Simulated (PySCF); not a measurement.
## Towards the basis-set limit for BaO

State: ¹Σ⁺, singlet, closed shell. De refers to Ba + O. RHF-based CCSD(T) in PySCF 2.14 with Ba cc-pwCVDZ-X2C, O aug-cc-pVDZ-DK and Ba cc-pwCVTZ-X2C, O aug-cc-pVTZ-DK (frozen core orbitals: 24; spin-free X2C with a Gaussian nucleus). Correlation energies are extrapolated as n⁻³ (n = 2, 3), Hartree–Fock as (n+1)·exp(−9√n). CV is the change on freezing 23 orbitals instead, in Ba cc-pwCVTZ-X2C, O cc-pCVTZ-DK.

```tsv
Level	Re (Å)	ωe (cm⁻¹)	ωexe (cm⁻¹)	αe (cm⁻¹)	De (eV)
CCSD(T)/DZ	2.0536	633	n/a	0.00144	4.315
CCSD(T)/TZ	1.9804	655.8	2.16	0.00140	5.245
HF/CBS	1.9363	704.1	1.45	0.00121	2.002
MP2/CBS	1.9796	657.9	2.23	0.00142	6.223
CCSD/CBS	1.9506	690.8	1.78	0.00130	5.130
CCSD(T)/CBS	1.9687	662.6	2.08	0.00140	5.522
CCSD(T)/CBS+CV	1.9679	663.1	2.08	0.00141	5.534
```

Question: How much is left between CCSD(T)/TZ and the basis-set limit, and how much do the triples give at the limit?

Answer: CCSD(T)/CBS less CCSD(T)/TZ: -11.7 mÅ in Re, +6.8 cm⁻¹ in ωe and +0.277 eV in De. CCSD(T)/CBS less CCSD/CBS: +18.1 mÅ in Re, -28.2 cm⁻¹ in ωe and +0.392 eV in De.

Question: What do the later terms add?

Answer: CV: -0.8 mÅ in Re, +0.5 cm⁻¹ in ωe and +0.012 eV in De, each against the row above.

The T1 diagnostic is 0.024, large enough to doubt a single reference. The open-shell atoms are computed with UHF. Spin–orbit coupling, excitations beyond (T) and corrections to the Born–Oppenheimer picture are left out, and spin–orbit coupling matters for open p, d or f shells this heavy.

The whole job (state search and all basis sets along the bond) took about 11 min on 4 threads of Arm Neoverse V2 (shared host), peak memory 6.7 GiB.
